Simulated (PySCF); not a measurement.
Computed IR spectrum (relative IR intensity) of a molecule C2H7ClSi. Geometry: PBE-D3(BJ)/def2-SVP. The values are those of a single conformer. Level of theory: PBE-D3(BJ)/def2-SVP in PySCF. Frequencies are harmonic and unscaled.

```
ν (cm⁻¹)  relative intensity
--------  ------------------
496                       26
600                      4.5
650                      7.8
703                       14
758                       25
832                       38
870                      100
878                       72
1215                      20
1220                     8.1
1380                     2.6
1390                     4.2
2164                      74
3075                     3.2
```

Identify the compound among the candidates.
(A) C[SiH](C)Cl
(B) [SiH3]CCCl
(C) CC[SiH2]Cl

A, C[SiH](C)Cl
